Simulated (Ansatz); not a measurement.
A nudged elastic band was laid between two geometries of BF2H4N (8 atoms, charge 0, multiplicity 1).

The calculation used Ansatz, RKS BHLYP-D4/def2-SVP.

```json
{"movable images": "7", "climbing image": "yes", "spring": "5.0 eV/Å²", "optimiser": "quadratic models (default)", "start path": "through a guess of the saddle point", "force threshold": "0.05 eV/Å", "iteration limit": "60", "end points": "relaxed"}
```

Initial state:

```xyz
8
Properties=species:S:1:pos:R:3
B 0.016 0.137 0.157
F 0.179 -0.661 1.256
F 1.104 0.146 -0.671
H -1.062 0.048 -0.397
N 0.044 1.677 0.816
H 0.928 1.810 1.297
H -0.040 2.381 0.092
H -0.709 1.799 1.483
```

Final state:

```xyz
8
Properties=species:S:1:pos:R:3
B 0.137 0.601 -0.398
F -0.522 -0.183 2.359
F 1.233 -0.098 -0.623
H -0.894 0.280 -0.907
N 0.210 1.710 0.463
H 1.102 2.085 0.748
H -0.542 2.377 0.508
H -0.264 0.567 1.882
```

**Question.** What changes between the two ends?

**Answer.** Bonds broken: B1–F2, N5–H8. Bonds formed: F2–H8. BF2H4N becomes BFH3N + FH.

**Question.** Give the energies along the band, and the barrier.

**Answer.** The run converged. The highest image is number 6 of 0 to 8, 1.65 eV above the first end and 0.57 eV above the last; the last end lies 1.08 eV above the first. A vibrational analysis at the climbing image gives one clearly imaginary mode, 1017i cm⁻¹: a first-order saddle point. The orbitals stay closed-shell, which can raise the energy where a bond breaks towards radicals; this wasn't checked here.

| image | path coordinate (Å) | energy (eV) | B1–F2 (Å) | N5–H8 (Å) | F2–H8 (Å) |
| --- | --- | --- | --- | --- | --- |
| 0 | 0.00 | 0.00 | 1.37 | 1.01 | 2.63 |
| 1 | 0.39 | 0.01 | 1.37 | 1.01 | 2.50 |
| 2 | 0.78 | 0.02 | 1.37 | 1.01 | 2.41 |
| 3 | 1.17 | 0.04 | 1.37 | 1.01 | 2.34 |
| 4 | 1.56 | 0.15 | 1.39 | 1.01 | 1.96 |
| 5 | 1.95 | 0.82 | 1.50 | 1.08 | 1.48 |
| 6 | 2.34 | 1.65 | 1.75 | 1.36 | 1.08 |
| 7 | 2.93 | 1.17 | 2.39 | 1.78 | 0.93 |
| 8 | 3.52 | 1.08 | 2.94 | 1.88 | 0.93 |

**Question.** What is the geometry of the highest image?

**Answer.** 
```xyz
8
Properties=species:S:1:pos:R:3
B 0.029 0.406 -0.016
F -0.346 -0.251 1.557
F 1.195 -0.148 -0.350
H -0.943 0.197 -0.681
N 0.147 1.739 0.696
H 1.077 2.133 0.720
H -0.532 2.447 0.461
H -0.168 0.816 1.646
```

**Question.** What are the harmonic wavenumbers there?

**Answer.** 1017i, 319, 379, 442, 565, 773, 839, 892, 1043, 1115, 1160, 1343, 1394, 1620, 2017, 2724, 3654, 3751 cm⁻¹.

The band took 16 iterations and roughly 5 core-minutes.

Time of the run: 5 min on 1 thread of Arm Neoverse V1, on a shared host, peak memory 0.14 GiB.
